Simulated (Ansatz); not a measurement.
Born–Oppenheimer molecular dynamics of a periodic cell of 30 atoms, Li27CO2 (surface Li(110), adsorbate CO2, incident energy 0.8 eV, 0° from the normal). It starts from an unrelaxed structure (largest force component 1.29 eV/Å).

Theory: DFT PBE-D3(BJ), scalar-relativistic, plane waves, PAW (Ansatz 0.2.0). Settings: cutoff 420 eV, k mesh 2x2x1, fermi-dirac smearing 0.1 eV, no spin polarisation.

* ensemble: NVE (velocity Verlet)
* time step: 1 fs
* steps asked: 500
* starting velocities: zero, but for any typed in the input
* atoms held: 1 to 9
* seed: 849712

Frames 2 fs apart, positions in Å, forces in eV/Å.

Velocities at 470 fs (Å/ps):

```
Li 0.00 0.00 0.00
Li 0.00 0.00 0.00
Li 0.00 0.00 0.00
Li 0.00 0.00 0.00
Li 0.00 0.00 0.00
Li 0.00 0.00 0.00
Li 0.00 0.00 0.00
Li 0.00 0.00 0.00
Li 0.00 0.00 0.00
Li -9.94 8.80 -4.84
Li 0.15 0.88 -0.71
Li -7.37 2.26 12.66
Li -2.43 0.52 2.33
Li -5.55 4.06 -11.36
Li -0.58 10.04 2.80
Li -1.19 -10.12 -3.41
Li -15.65 0.58 0.46
Li 2.37 -0.31 -3.54
Li -9.72 -15.80 -3.61
Li 0.64 4.42 1.50
Li 14.44 9.84 -9.80
Li -5.55 -1.96 1.81
Li -0.09 -13.38 15.64
Li -14.13 -5.61 -9.02
Li 1.75 3.18 6.74
Li -16.87 -1.20 4.63
Li -5.35 -7.56 -8.15
C -0.90 -10.76 -2.09
O -9.00 -3.87 9.57
O -6.40 9.55 3.77
```

```xyz
30
Lattice="10.4700 0.0000 0.0000 5.2350 7.4034 0.0000 0.0000 0.0000 17.9356" Properties=species:S:1:pos:R:3:forces:R:3 time_fs=470 energy_less_start_eV=-0.692 T=550
Li 0.000 0.000 1.000 0.03 0.01 0.03
Li 3.490 0.000 1.000 -0.02 0.01 0.13
Li 6.980 0.000 1.000 0.04 0.00 -0.04
Li 1.745 2.468 1.000 0.25 -0.04 -0.33
Li 5.235 2.468 1.000 -0.03 -0.07 -0.04
Li 8.725 2.468 1.000 -0.18 0.03 0.06
Li 3.490 4.936 1.000 0.03 -0.09 0.10
Li 6.980 4.936 1.000 0.20 0.14 -0.45
Li 10.470 4.936 1.000 0.04 0.16 -0.28
Li 0.137 2.950 2.807 -0.27 0.06 0.70
Li 3.212 2.968 3.577 0.18 0.01 -0.12
Li 7.862 1.541 3.915 -0.01 0.69 -0.57
Li 1.327 5.623 3.455 -0.08 -0.79 -0.30
Li 5.885 4.250 3.019 -0.15 -0.17 0.56
Li 8.841 5.381 3.199 -0.29 0.29 -0.07
Li 3.878 6.689 3.467 0.24 0.14 -0.15
Li 6.520 8.050 3.535 0.19 -0.28 -0.03
Li 10.562 8.028 3.222 -0.11 -0.17 0.01
Li -0.487 0.874 5.979 0.38 -0.10 -0.28
Li 3.203 0.274 5.721 -0.09 -0.05 -0.09
Li 6.160 -0.594 5.738 0.14 0.00 -0.01
Li 1.898 3.194 5.998 -0.36 -0.42 0.01
Li 5.469 2.093 5.507 0.25 0.28 0.00
Li 7.758 2.674 7.019 -0.13 -0.28 -0.31
Li 3.289 5.467 5.764 0.30 0.38 -0.17
Li 6.434 5.647 5.355 0.06 -0.29 0.12
Li 9.443 4.118 5.346 0.32 0.12 0.10
C 8.169 0.282 5.366 -0.21 -1.97 -0.43
O 7.254 1.139 5.824 -1.08 1.16 0.60
O 7.423 -0.464 4.152 0.36 1.23 1.24
30
Lattice="10.4700 0.0000 0.0000 5.2350 7.4034 0.0000 0.0000 0.0000 17.9356" Properties=species:S:1:pos:R:3:forces:R:3 time_fs=472 energy_less_start_eV=-0.767 T=577
Li 0.000 0.000 1.000 0.03 0.01 0.02
Li 3.490 0.000 1.000 -0.02 0.01 0.13
Li 6.980 0.000 1.000 0.04 0.00 -0.05
Li 1.745 2.468 1.000 0.24 -0.04 -0.32
Li 5.235 2.468 1.000 -0.04 -0.07 -0.06
Li 8.725 2.468 1.000 -0.19 0.02 0.05
Li 3.490 4.936 1.000 0.03 -0.09 0.10
Li 6.980 4.936 1.000 0.22 0.14 -0.47
Li 10.470 4.936 1.000 0.04 0.17 -0.28
Li 0.117 2.968 2.799 -0.24 0.04 0.71
Li 3.213 2.969 3.575 0.17 0.00 -0.10
Li 7.847 1.547 3.939 0.01 0.68 -0.53
Li 1.322 5.622 3.459 -0.02 -0.73 -0.27
Li 5.874 4.258 2.998 -0.15 -0.17 0.61
Li 8.839 5.402 3.204 -0.31 0.29 -0.07
Li 3.877 6.669 3.459 0.15 0.18 -0.12
Li 6.489 8.050 3.535 0.20 -0.26 -0.02
Li 10.566 8.027 3.215 -0.11 -0.15 0.03
Li -0.506 0.842 5.971 0.42 -0.06 -0.24
Li 3.204 0.283 5.724 -0.12 -0.08 -0.10
Li 6.190 -0.574 5.718 0.03 -0.06 0.09
Li 1.885 3.189 6.001 -0.35 -0.41 -0.01
Li 5.469 2.067 5.538 0.24 0.29 -0.04
Li 7.729 2.662 7.000 -0.09 -0.29 -0.29
Li 3.293 5.474 5.777 0.30 0.33 -0.14
Li 6.401 5.644 5.364 0.10 -0.30 0.10
Li 9.433 4.103 5.330 0.32 0.13 0.12
C 8.167 0.258 5.361 -0.72 -1.52 -0.32
O 7.235 1.132 5.843 -0.63 0.85 0.42
O 7.410 -0.444 4.161 0.44 1.05 1.05
30
Lattice="10.4700 0.0000 0.0000 5.2350 7.4034 0.0000 0.0000 0.0000 17.9356" Properties=species:S:1:pos:R:3:forces:R:3 time_fs=474 energy_less_start_eV=-0.834 T=601
Li 0.000 0.000 1.000 0.03 0.01 0.02
Li 3.490 0.000 1.000 -0.02 0.01 0.12
Li 6.980 0.000 1.000 0.04 0.00 -0.05
Li 1.745 2.468 1.000 0.22 -0.04 -0.30
Li 5.235 2.468 1.000 -0.04 -0.08 -0.07
Li 8.725 2.468 1.000 -0.20 0.02 0.04
Li 3.490 4.936 1.000 0.03 -0.09 0.09
Li 6.980 4.936 1.000 0.24 0.15 -0.48
Li 10.470 4.936 1.000 0.04 0.18 -0.28
Li 0.095 2.986 2.796 -0.21 0.01 0.70
Li 3.215 2.971 3.573 0.16 0.00 -0.08
Li 7.832 1.557 3.960 0.05 0.64 -0.46
Li 1.317 5.617 3.461 0.05 -0.62 -0.22
Li 5.862 4.264 2.981 -0.15 -0.16 0.65
Li 8.835 5.425 3.209 -0.31 0.30 -0.07
Li 3.876 6.650 3.452 0.07 0.21 -0.10
Li 6.459 8.050 3.536 0.22 -0.24 -0.01
Li 10.570 8.025 3.208 -0.11 -0.13 0.06
Li -0.522 0.809 5.962 0.43 -0.01 -0.19
Li 3.205 0.291 5.726 -0.15 -0.10 -0.12
Li 6.219 -0.555 5.699 -0.12 -0.13 0.22
Li 1.871 3.182 6.005 -0.33 -0.38 -0.03
Li 5.471 2.043 5.569 0.22 0.30 -0.09
Li 7.700 2.649 6.980 -0.05 -0.28 -0.26
Li 3.299 5.483 5.790 0.29 0.25 -0.11
Li 6.368 5.639 5.375 0.14 -0.30 0.08
Li 9.425 4.089 5.315 0.31 0.13 0.13
C 8.162 0.228 5.355 -1.12 -1.02 -0.20
O 7.214 1.128 5.864 -0.20 0.58 0.24
O 7.399 -0.421 4.172 0.49 0.81 0.77
30
Lattice="10.4700 0.0000 0.0000 5.2350 7.4034 0.0000 0.0000 0.0000 17.9356" Properties=species:S:1:pos:R:3:forces:R:3 time_fs=476 energy_less_start_eV=-0.874 T=616
Li 0.000 0.000 1.000 0.03 0.00 0.01
Li 3.490 0.000 1.000 -0.02 0.01 0.12
Li 6.980 0.000 1.000 0.05 0.00 -0.06
Li 1.745 2.468 1.000 0.21 -0.04 -0.27
Li 5.235 2.468 1.000 -0.04 -0.08 -0.09
Li 8.725 2.468 1.000 -0.21 0.01 0.04
Li 3.490 4.936 1.000 0.03 -0.09 0.08
Li 6.980 4.936 1.000 0.25 0.15 -0.49
Li 10.470 4.936 1.000 0.04 0.19 -0.28
Li 0.071 3.004 2.796 -0.17 -0.01 0.69
Li 3.217 2.973 3.570 0.15 0.00 -0.05
Li 7.818 1.571 3.978 0.08 0.58 -0.38
Li 1.312 5.608 3.462 0.12 -0.51 -0.17
Li 5.848 4.270 2.966 -0.14 -0.15 0.68
Li 8.830 5.449 3.214 -0.32 0.29 -0.07
Li 3.875 6.632 3.443 -0.01 0.24 -0.07
Li 6.431 8.047 3.537 0.23 -0.22 0.00
Li 10.573 8.022 3.202 -0.10 -0.11 0.08
Li -0.535 0.777 5.951 0.42 0.04 -0.16
Li 3.204 0.299 5.728 -0.17 -0.13 -0.13
Li 6.248 -0.536 5.681 -0.33 -0.24 0.37
Li 1.856 3.172 6.008 -0.30 -0.36 -0.04
Li 5.474 2.020 5.599 0.17 0.31 -0.13
Li 7.671 2.634 6.958 0.01 -0.24 -0.21
Li 3.307 5.494 5.801 0.28 0.15 -0.07
Li 6.335 5.633 5.385 0.18 -0.30 0.06
Li 9.419 4.076 5.300 0.30 0.13 0.13
C 8.154 0.196 5.348 -1.34 -0.51 -0.06
O 7.193 1.125 5.886 0.13 0.36 0.09
O 7.389 -0.396 4.186 0.48 0.51 0.37
30
Lattice="10.4700 0.0000 0.0000 5.2350 7.4034 0.0000 0.0000 0.0000 17.9356" Properties=species:S:1:pos:R:3:forces:R:3 time_fs=478 energy_less_start_eV=-0.876 T=617
Li 0.000 0.000 1.000 0.02 0.00 0.00
Li 3.490 0.000 1.000 -0.02 0.02 0.11
Li 6.980 0.000 1.000 0.05 0.00 -0.07
Li 1.745 2.468 1.000 0.19 -0.04 -0.25
Li 5.235 2.468 1.000 -0.04 -0.08 -0.10
Li 8.725 2.468 1.000 -0.22 0.00 0.03
Li 3.490 4.936 1.000 0.03 -0.09 0.08
Li 6.980 4.936 1.000 0.26 0.15 -0.49
Li 10.470 4.936 1.000 0.04 0.20 -0.28
Li 0.047 3.022 2.800 -0.14 -0.04 0.67
Li 3.221 2.975 3.567 0.14 -0.01 -0.03
Li 7.804 1.588 3.994 0.12 0.52 -0.29
Li 1.308 5.597 3.463 0.18 -0.40 -0.11
Li 5.834 4.275 2.956 -0.13 -0.14 0.70
Li 8.823 5.475 3.218 -0.32 0.28 -0.06
Li 3.874 6.616 3.434 -0.06 0.26 -0.06
Li 6.404 8.044 3.538 0.25 -0.19 0.01
Li 10.576 8.019 3.196 -0.10 -0.09 0.11
Li -0.547 0.745 5.940 0.39 0.09 -0.12
Li 3.203 0.306 5.729 -0.19 -0.15 -0.14
Li 6.274 -0.519 5.665 -0.60 -0.37 0.55
Li 1.838 3.161 6.012 -0.27 -0.32 -0.06
Li 5.478 1.999 5.629 0.10 0.32 -0.17
Li 7.642 2.617 6.935 0.09 -0.17 -0.14
Li 3.316 5.505 5.813 0.27 0.04 -0.03
Li 6.304 5.625 5.396 0.22 -0.30 0.04
Li 9.414 4.063 5.286 0.28 0.14 0.14
C 8.142 0.161 5.342 -1.32 0.00 0.15
O 7.172 1.123 5.907 0.38 0.21 -0.02
O 7.380 -0.369 4.200 0.42 0.18 -0.17
30
Lattice="10.4700 0.0000 0.0000 5.2350 7.4034 0.0000 0.0000 0.0000 17.9356" Properties=species:S:1:pos:R:3:forces:R:3 time_fs=480 energy_less_start_eV=-0.832 T=601
Li 0.000 0.000 1.000 0.02 0.00 -0.01
Li 3.490 0.000 1.000 -0.02 0.02 0.10
Li 6.980 0.000 1.000 0.06 0.00 -0.07
Li 1.745 2.468 1.000 0.17 -0.04 -0.22
Li 5.235 2.468 1.000 -0.05 -0.09 -0.11
Li 8.725 2.468 1.000 -0.23 0.00 0.03
Li 3.490 4.936 1.000 0.03 -0.09 0.07
Li 6.980 4.936 1.000 0.26 0.15 -0.48
Li 10.470 4.936 1.000 0.03 0.21 -0.28
Li 0.023 3.040 2.807 -0.10 -0.07 0.65
Li 3.225 2.976 3.564 0.12 -0.01 -0.01
Li 7.790 1.608 4.009 0.15 0.45 -0.21
Li 1.305 5.583 3.462 0.23 -0.30 -0.06
Li 5.820 4.279 2.950 -0.12 -0.13 0.71
Li 8.814 5.502 3.222 -0.32 0.27 -0.05
Li 3.873 6.601 3.425 -0.11 0.28 -0.04
Li 6.378 8.039 3.538 0.26 -0.17 0.01
Li 10.578 8.015 3.190 -0.10 -0.07 0.14
Li -0.556 0.714 5.928 0.35 0.13 -0.09
Li 3.200 0.312 5.729 -0.21 -0.17 -0.15
Li 6.298 -0.504 5.653 -0.91 -0.53 0.75
Li 1.819 3.147 6.014 -0.24 -0.29 -0.08
Li 5.483 1.980 5.658 0.00 0.33 -0.21
Li 7.613 2.600 6.911 0.18 -0.06 -0.05
Li 3.327 5.517 5.824 0.26 -0.09 0.01
Li 6.274 5.615 5.407 0.27 -0.30 0.02
Li 9.411 4.051 5.273 0.26 0.15 0.15
C 8.125 0.127 5.336 -1.06 0.50 0.46
O 7.152 1.121 5.929 0.53 0.08 -0.12
O 7.372 -0.343 4.214 0.26 -0.16 -0.85
30
Lattice="10.4700 0.0000 0.0000 5.2350 7.4034 0.0000 0.0000 0.0000 17.9356" Properties=species:S:1:pos:R:3:forces:R:3 time_fs=482 energy_less_start_eV=-0.743 T=568
Li 0.000 0.000 1.000 0.02 0.00 -0.02
Li 3.490 0.000 1.000 -0.02 0.03 0.09
Li 6.980 0.000 1.000 0.06 0.00 -0.08
Li 1.745 2.468 1.000 0.15 -0.03 -0.19
Li 5.235 2.468 1.000 -0.05 -0.09 -0.11
Li 8.725 2.468 1.000 -0.23 -0.01 0.03
Li 3.490 4.936 1.000 0.02 -0.09 0.07
Li 6.980 4.936 1.000 0.26 0.14 -0.47
Li 10.470 4.936 1.000 0.03 0.21 -0.27
Li -0.003 3.057 2.819 -0.07 -0.10 0.61
Li 3.230 2.978 3.561 0.10 -0.02 0.00
Li 7.778 1.630 4.022 0.18 0.39 -0.15
Li 1.303 5.568 3.461 0.25 -0.21 -0.02
Li 5.804 4.283 2.947 -0.10 -0.12 0.71
Li 8.803 5.531 3.226 -0.31 0.25 -0.04
Li 3.872 6.588 3.416 -0.14 0.29 -0.03
Li 6.354 8.034 3.539 0.27 -0.15 0.02
Li 10.580 8.011 3.186 -0.09 -0.06 0.16
Li -0.563 0.683 5.916 0.31 0.17 -0.06
Li 3.197 0.317 5.728 -0.22 -0.19 -0.16
Li 6.316 -0.491 5.644 -1.25 -0.69 0.93
Li 1.799 3.133 6.017 -0.22 -0.25 -0.10
Li 5.487 1.962 5.686 -0.11 0.35 -0.26
Li 7.585 2.582 6.887 0.29 0.09 0.07
Li 3.339 5.528 5.835 0.25 -0.22 0.06
Li 6.246 5.603 5.419 0.31 -0.31 0.00
Li 9.409 4.040 5.261 0.24 0.16 0.16
C 8.105 0.094 5.331 -0.61 0.96 0.85
O 7.133 1.120 5.950 0.62 -0.04 -0.20
O 7.364 -0.317 4.225 0.02 -0.46 -1.61
```

Of the whole run (500 fs, mean temperature of the second half 638 K): The conserved energy stayed within 0.085 meV per atom of its start (net change -0.027 meV per atom), so the integration is sound. A run of 0.5 ps of so small a system gives no equilibrium averages. Limits of this set-up: coarse k mesh, slab without dipole correction, odd electron count without spin, a typed lattice constant that wasn't relaxed here.

The run took 23 min on 2 threads of AMD EPYC 9R45 96-Core Processor (Zen 5) (shared host), peak memory 2.3 GiB.
